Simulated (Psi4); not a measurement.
C$_{4}$H$_{5}$ (SMILES [CH-]1[C@@H]2C[C@H]12), charge -1, singlet, at a GFN2-xTB geometry (a gas-phase anion, which may not be bound at this level), with bond 9-4 at 1.3 times its length; B3LYP/def2-SVP in Psi4.

The Psi4 input:
```
memory 2 GB

molecule mol {
-1 1
  C    -0.013481    1.181559    0.448951
  C     0.006403   -1.090471    0.324604
  C     0.754004    0.062217   -0.265215
  C    -0.750498    0.049723   -0.277511
  H    -0.015207    2.095912   -0.269040
  H    -0.001452   -1.212555    1.409801
  H     0.018709   -2.053978   -0.202083
  H     1.391810   -0.012296   -1.150530
  H    -1.559003   -0.060744   -1.441805
}

set basis def2-svp
set reference rks

energy('b3lyp')
print_variables()
```

Q: Predict the main parts of the log of this Psi4 run.

A: 
```
   => Loading Basis Set <=

    Name: DEF2-SVP
    Role: ORBITAL
    Keyword: BASIS

         ---------------------------------------------------------
                                   SCF
               by Justin Turney, Rob Parrish, Andy Simmonett
                          and Daniel G. A. Smith
                              RKS Reference
         ---------------------------------------------------------

  ==> Geometry <==

    Molecular point group: c1
    Full point group: C1

    Geometry (in Angstrom), charge = -1, multiplicity = 1:

       Center              X                  Y                   Z               Mass
    ------------   -----------------  -----------------  -----------------  -----------------
         C           -0.009534870635     1.159255779330     0.428148411772    12.000000000000
         C            0.010349129365    -1.112774220670     0.303801411772    12.000000000000
         C            0.757950129365     0.039913779330    -0.286017588228    12.000000000000
         C           -0.746551870635     0.027419779330    -0.298313588228    12.000000000000
         H           -0.011260870635     2.073608779330    -0.289842588228     1.007825032230
         H            0.002494129365    -1.234858220670     1.388998411772     1.007825032230
         H            0.022655129365    -2.076281220670    -0.222885588228     1.007825032230
         H            1.395756129365    -0.034599220670    -1.171332588228     1.007825032230
         H           -1.555056870635    -0.083047220670    -1.462607588228     1.007825032230

  Running in c1 symmetry.

  Rotational constants: A =      0.58212  B =      0.32330  C =      0.28431 [cm^-1]
  Rotational constants: A =  17451.42162  B =   9692.31499  C =   8523.43956 [MHz]
  Nuclear repulsion =  106.291275716853647

  Charge       = -1
  Multiplicity = 1
  Electrons    = 30
  Nalpha       = 15
  Nbeta        = 15

  ==> Algorithm <==

  SCF Algorithm Type is DF.
  DIIS enabled.
  MOM disabled.
  Fractional occupation disabled.
  Guess Type is SAD.
  Energy threshold   = 1.00e-06
  Density threshold  = 1.00e-06
  Integral threshold = 1.00e-12

  ==> Primary Basis <==

  Basis Set: DEF2-SVP
    Blend: DEF2-SVP
    Number of shells: 39
    Number of basis functions: 81
    Number of Cartesian functions: 85
    Spherical Harmonics?: true
    Max angular momentum: 2

  ==> DFT Potential <==

   => LibXC <=

    Version 7.1.2
[...]
   @DF-RKS iter   6:  -155.11253183173514   -6.50072e-04   2.05835e-04 DIIS/ADIIS
   @DF-RKS iter   7:  -155.11266761970649   -1.35788e-04   5.15614e-05 DIIS
   @DF-RKS iter   8:  -155.11267775921806   -1.01395e-05   8.41082e-06 DIIS
   @DF-RKS iter   9:  -155.11267804983672   -2.90619e-07   3.32474e-06 DIIS
   @DF-RKS iter  10:  -155.11267809463652   -4.47998e-08   1.41029e-06 DIIS
   @DF-RKS iter  11:  -155.11267810389828   -9.26175e-09   3.52648e-07 DIIS
  Energy and wave function converged.

  ==> Post-Iterations <==

   Electrons on quadrature grid:
      Ntotal   =   30.0000447883 ; deviation = 4.479e-05

    Orbital Energies [Eh]
    ---------------------

    Doubly Occupied:

[...]
    Virtual:

[...]
    Final Occupation by Irrep:
              A
    DOCC [    15 ]
    NA   [    15 ]
    NB   [    15 ]

  @DF-RKS Final Energy:  -155.11267810389828

   => Energetics <=

    Nuclear Repulsion Energy =            106.2912757168536473
    One-Electron Energy =                -424.1970309864214528
    Two-Electron Energy =                 181.9105456991224798
    DFT Exchange-Correlation Energy =     -19.1174685334529570
    Empirical Dispersion Energy =           0.0000000000000000
    VV10 Nonlocal Energy =                  0.0000000000000000
    Total Energy =                       -155.1126781038982756

Computation Completed

Properties will be evaluated at   0.000000,   0.000000,   0.000000 [a0]

Properties computed using the SCF density matrix

 Multipole Moments:

 ------------------------------------------------------------------------------------
     Multipole            Electronic (a.u.)      Nuclear  (a.u.)        Total (a.u.)
 ------------------------------------------------------------------------------------

 L = 1.  Multiply by 2.5417464519 to convert [e a0] to [Debye]
 Dipole X            :          0.4112506           -0.1363196            0.2749309
 Dipole Y            :          0.1190661           -1.2704372           -1.1513711
 Dipole Z            :          0.7993534           -1.6477619           -0.8484085
 Magnitude           :                                                    1.4563789

 ------------------------------------------------------------------------------------

  Variable Map:
  ----------------------------------------------------------------------------
[...]
  Array Variable Map:
  ----------------------------------------------------------------------------
[...]
[...]
```
